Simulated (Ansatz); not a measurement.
Consider the adduct formation: `CC#N` + `[GaH3]` → `CC#[N+][GaH3-]`.

Computed with Ansatz on PBE0-D4/def2-TZVP structures; ΔE is electronic, products minus reactants. CCSD(T)/CBS is the MP2 limit (def2-TZVPP, def2-QZVPP) plus CCSD(T) − MP2 in def2-TZVPP, frozen cores. This one scheme is used for every species. Functionals use def2-TZVPP. B3LYP here is the variant with VWN-RPA as its local correlation; programs differ in this. HSE06 is defined as in plane-wave codes. For Ga outer-core shells are correlated without core-valence functions, which leaves a few kJ/mol of doubt a bond. Scalar relativity is left out up to krypton.

| level | ΔE (kJ/mol) | difference from CCSD(T)/CBS |
| --- | --- | --- |
| PBE0-D4 | -70.8 | -1.0 |
| B3LYP-D4 | -65.9 | 3.9 |
| r2SCAN0-D4 | -74.4 | -4.6 |
| CAM-B3LYP-D4 | -69.2 | 0.6 |
| ωB97X-V | -66.3 | 3.5 |
| ωB97M-V | -65.1 | 4.7 |
| PBE | -63.6 | 6.2 |
| BLYP | -49.7 | 20.1 |
| PBE0 | -65.1 | 4.7 |
| HSE06 | -65.0 | 4.8 |
| CAM-B3LYP | -63.2 | 6.6 |
| HF/def2-SVP | -52.1 | 17.7 |
| MP2/def2-SVP | -72.6 | -2.8 |
| MP2/def2-TZVPP | -71.4 | -1.6 |
| MP2/def2-QZVPP | -71.5 | -1.7 |
| SCS-MP2/def2-QZVPP | -65.1 | 4.7 |
| CCSD(T)/CBS | -69.8 | 0 |

Largest T1 diagnostic among the species: 0.013.

From BLYP to BHLYP (50 % exact exchange), in def2-TZVPP and without D4, ΔE moves by −10.8 kJ/mol. Leaving LDA and LC-ωPBE aside and taking each functional with its dispersion term where it has one, the values, not all of them listed here, spread over 12.6 kJ/mol, from r2SCAN-D4 to B2PLYP. LDA lies −33.9 kJ/mol from PBE without D4.
